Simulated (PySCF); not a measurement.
Structure with atom numbers: `[F:1][c:2]1[cH:3][cH:4][c:5]([F:6])[cH:7][cH:8]1`. Each H is labelled by its parent atom.

GIAO PBE0/pcSseg-1 shifts (PySCF 2.14.0 with density-fitted response routines, gas phase, non-relativistic, equivalent atoms averaged), each against references optimised in the same way as the molecule (CFCl3, TMS).

On the GFN2-xTB geometry: F1/F6 -122.5, C2/C5 168.3, C3/C4/C7/C8 122.6, H(C3)/H(C4)/H(C7)/H(C8) 7.34 ppm.

What changes on the PBE0-D3(BJ)/def2-SVP geometry?

## Answers


```csv
atoms,δ (ppm),change
F1/F6,-118.5,+4.0
C2/C5,165.8,-2.5
C3/C4/C7/C8,121.8,-0.8
H(C3)/H(C4)/H(C7)/H(C8),7.12,-0.22
```

Unscaled 19F shifts against computed CFCl3 carry errors that often reach 10 to 50 ppm.

Bonds between heavy atoms that differ most (equivalent bonds averaged): F1–C2 1.347 → 1.332 Å, C3–C4 1.383 → 1.393 Å, C2–C3 1.384 → 1.390 Å. Mean change of bonds to hydrogen: C–H +0.013 Å.
